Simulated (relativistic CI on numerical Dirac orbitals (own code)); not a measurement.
Tm²⁰⁺: sensitivity of the levels to the model

Base calculation: Dirac-Coulomb-Breit CI, KLI orbitals optimised for each configuration, model QED (radiative potential, 1s self-energy scaled to tabulated hydrogen-like ionisation energies), unscaled Slater integrals.

CI space (outside the closed core [Ar] 3d10 4s2): 4p⁶4d¹⁰4f³, 4p⁶4d¹⁰4f²5s, 4p⁶4d¹⁰4f5s², 4p⁶4d¹⁰4f²5p, 4p⁶4d¹⁰4f5s5p, 4p⁶4d⁹4f⁴, 4p⁶4d¹⁰4f5p², 4p⁶4d¹⁰4f5s5d, 4p⁶4d¹⁰4f²5d, 4p⁶4d¹⁰4f5p5d, 4p⁶4d⁹4f²5s², 4p⁵4d¹⁰4f⁴, 4p⁶4d¹⁰4f²5f, 4p⁶4d¹⁰4f5d², 4p⁶4d¹⁰4f²6s, 4p⁶4d¹⁰4f²6p. Levels of other configurations are missing.

Variants: (1) P86 correlation estimate; (2) QED terms removed; (3) one mean potential for all configurations. Shifts of the energy above 4p⁶4d¹⁰4f³ ⁴I°9/2, in cm⁻¹, for the lowest level and the first level of each name with at least 55 % of one term (blank where a level changes its place among those of its configuration and J or its character, or is not in the variant):

| Level | Base | Δ(1) | Δ(2) | Δ(3) |
| --- | --- | --- | --- | --- |
| 4p⁶4d¹⁰4f³ ⁴I°9/2 | 0.0 | 0.0 | 0.0 | 0.0 |
| 4p⁶4d¹⁰4f³ ⁴I°11/2 | 10481.8 | -0.1 | -52.7 | -192.5 |
| 4p⁶4d¹⁰4f³ ⁴I°13/2 | 20395.6 | 0.0 | -94.5 | -348.1 |
| 4p⁶4d¹⁰4f³ ⁴I°15/2 | 29709.5 | 0.0 | -127.6 | -473.7 |
| 4p⁶4d¹⁰4f³ ⁴F°3/2 | 30433.6 | +1.4 | -10.8 | -57.3 |
| 4p⁶4d¹⁰4f³ ⁴F°5/2 | 37101.1 | +1.3 | -50.1 | -199.7 |
| 4p⁶4d¹⁰4f³ ⁴F°7/2 | 40735.4 | +1.2 | -60.5 | -243.4 |
| 4p⁶4d¹⁰4f³ ⁴S°3/2 | 41007.8 | +0.9 | -56.9 | -219.7 |
| 4p⁶4d¹⁰4f³ ⁴G°5/2 | 46728.7 | +1.9 | -26.2 | -118.2 |
| 4p⁶4d¹⁰4f³ ⁴F°9/2 | 48033.1 | +1.2 | -103.8 | -400.7 |
| 4p⁶4d¹⁰4f³ ²H°11/2 | 50168.4 | +1.1 | -105.0 | -412.8 |
| 4p⁶4d¹⁰4f³ ²K°13/2 | 53686.0 | +0.3 | -69.9 | -286.4 |
| 4p⁶4d¹⁰4f³ ⁴G°9/2 | 60406.7 | +1.5 | -99.4 | -388.7 |
| 4p⁶4d¹⁰4f³ ²K°15/2 | 62445.5 | +0.5 | -96.3 | -387.2 |

At this charge transitions that keep the count of f electrons are usually good to a few per cent. Terms inside the open d or f shell come out 10 to 20 % too wide with unscaled integrals. Levels that differ in their count of f electrons can be misplaced by several ten thousand cm⁻¹, since the correlation energy of f electrons is missing or only estimated; rates across such gaps can be off by orders of magnitude.

Ionisation energy from one configuration of each of the two ions, the ground ones as tabulated or assumed: base 526.252 eV; P86 correlation estimate 528.149 eV. The NIST ASD value (theoretical) is 530 ± 30 eV.

LS names give the leading component of a level, which can be under half, so a name can repeat, a term be missing and a line seem to break the LS rules.
